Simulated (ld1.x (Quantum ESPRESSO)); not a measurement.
**sulfur: excitation energies, all-electron against RRKJ**

ld1.x (Quantum ESPRESSO) 7.5 input, shortened:

```
&input
   title='S', zed=16., rel=1, dft='PZ', iswitch=3,
   config='[Ne] 3s2 3p3'
 /
 &inputp
   pseudotype=2, tm=.false., rho0=0.01, lloc=1,
   nlcc=.false.
 /
2
3S  1  0   2.00   0.00  1.40  1.40  0.0
3P  2  1   3.00   0.00  1.10  1.10  0.0
 &test
   configts(1)='3s2 3p3'
 /
```

Energies are relative to the spin-unpolarised reference configuration 3s2 3p3; without spin polarisation the order of configurations can differ from experiment. Spin-polarised rows fill each open shell by Hund’s rule, majority spin first.

```tsv
valence configuration	charge	ΔE all-electron (eV)	error AE − PS (meV)
3s2 3p4	0	-11.863	+6.5
3s2 3p2	+2	22.373	+13
3s2 3p1	+3	56.531	+81
3s2 3p3.5	+0.5	-7.154	+2.3
3s1 3p5	0	-1.623	+9.3
3s0 3p6	0	8.744	+31
3s2 3p0	+4	103.514	+261
3s2 3p3 (spin-polarised)	+1	-1.965	+193
```

Task: What are ΔE and the potential's error for 3s2 3p4 (spin-polarised)?

Result: ΔE = -12.569 eV all-electron; the error (AE − PS) is +68 meV.

Levels in the configuration 3s2 3p3.5:

```tsv
level	all-electron (eV)	pseudo (eV)
3s	-22.255	-22.265
3p	-11.797	-11.803
```
